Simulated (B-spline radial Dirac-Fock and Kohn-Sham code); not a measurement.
## Al: input and output of one calculation

ΔSCF core binding energies without Breit or QED terms, calculated with a radial finite-basis atomic code. Keys: rel is the Hamiltonian (dirac, or spin-free x2c and nr, where L3 and M5 stand for the whole 2p and 3d shells), method is hf or an exchange,correlation pair (spin-unpolarised, also for the hole states), nuc the nuclear model, radius_factor scales its radius, rmax is the box in bohr, h the logarithmic mesh step, order the B-spline order, points the quadrature points per cell, c_factor scales the speed of light, and damp, ndamp, maxit and tol steer the iteration. The run stops when the commutator error falls below 10·tol·max(1, Z/10), or the numerical noise floor, and the energy has settled to about 1e-8 Ha; the virial ratio is −V/T.

Input (task.json):

```json
{"items": [{"Z": 13, "q": 0, "cfg": [[1, 0, 2], [2, 0, 2], [2, 1, 6], [3, 0, 2], [3, 1, 1]], "A": 27, "rrms": 3.061, "do": "settings", "holes": ["K", "L3", "M5"],
  "settings": [{"rel": "dirac", "method": "hf", "nuc": "fermi", "radius_factor": 1.0, "rmax": 25.0, "h": 0.3, "order": 8, "points": 10, "c_factor": 1.0, "maxit": 60, "damp": 0.5, "ndamp": 3, "tol": 1e-08}]}]}
```

Command: `python xray2_run.py task.json out`

Ground-state iterations:

```
iter   energy (Ha)        error
   1     -241.86584435  4.93e-01
   2     -242.29255652  6.37e-02
   3     -242.32558615  2.03e-02
   4     -242.32978987  6.46e-03
   5     -242.33064537  2.48e-03
   6     -242.33073704  5.42e-04
   7     -242.33075040  9.10e-05
   8     -242.33075085  6.23e-06
   9     -242.33075085  6.67e-07
  10     -242.33075085  6.71e-08
```

The ground state converged in 10 iterations, with total energy -242.33075 Ha, virial ratio 1.99625 and highest orbital energy -5.70 eV. ΔSCF binding energies: K (1s) 1569.2 eV, L3 (2p3/2) 80.60 eV. Holes are computed only in closed shells, and unreliable hole states are left out.
